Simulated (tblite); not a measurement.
C₃H₇O, doublet, geometry from GFN2-xTB; IPEA1-xTB in tblite 0.6.0.

Input for tblite:
```
$ tblite run mol.xyz --method ipea1 --charge 0 --spin 1 --json tblite.json --no-restart

# file mol.xyz
11

O     -0.04888471    -0.67223206     0.06807397
C     -0.05570954     0.72754744    -0.05659302
C      1.22552848    -1.23619647    -0.08169678
C     -1.41454210     1.25589409     0.10965413
H      0.63394195     1.17647237     0.69219054
H      0.36058092     1.02033849    -1.04593889
H      1.10629343    -2.31142651     0.03364220
H      1.64551219    -1.02047035    -1.07312140
H      1.92143774    -0.86287170     0.68131421
H     -2.22288454     0.58182199     0.29733567
H     -1.58546504     2.31052188     0.04179988
```

Write the output that tblite gives for this input, abridged.


```
xTB calculator
 | screened Coulomb repulsion
 | Coulomb electrostatics
 |  * isotropic Klopman-Ohno-Mataga-Nishimoto electrostatics
 |  * onsite third-order electrostatics
 | DFT-D3(BJ) dispersion correction

halogen bonding energy    0.0000000000000E+00 Eh
repulsion energy          2.1515246092944E-01 Eh
dispersion energy        -2.6259174163546E-03 Eh
number of electrons       2.5000000000000E+01 e
integral cutoff           4.0000000000000E+01 bohr

------------------------------------------------------------
  cycle        total energy    energy error   density error
------------------------------------------------------------
      1     -15.74522896190  -1.5957756E+01   4.6115962E-01
      2     -15.80347752067  -5.8248559E-02   2.8273366E-01
      3     -15.74875902230   5.4718498E-02   1.2413746E-01
      4     -15.82341717910  -7.4658157E-02   6.8426358E-03
      5     -15.82352186561  -1.0468652E-04   2.5758803E-03
      6     -15.82354679265  -2.4927039E-05   4.7047549E-04
      7     -15.82354707364  -2.8098708E-07   2.4541555E-04
      8     -15.82354712322  -4.9577903E-08   5.7233175E-05
      9     -15.82354712740  -4.1875872E-09   1.4340143E-05
------------------------------------------------------------

electronic energy        -1.6036073670918E+01 Eh
total energy             -1.5823547127405E+01 Eh

Post processing:
 | Mayer-Wiberg bond orders

[Info] JSON dump of results written to 'tblite.json'
```
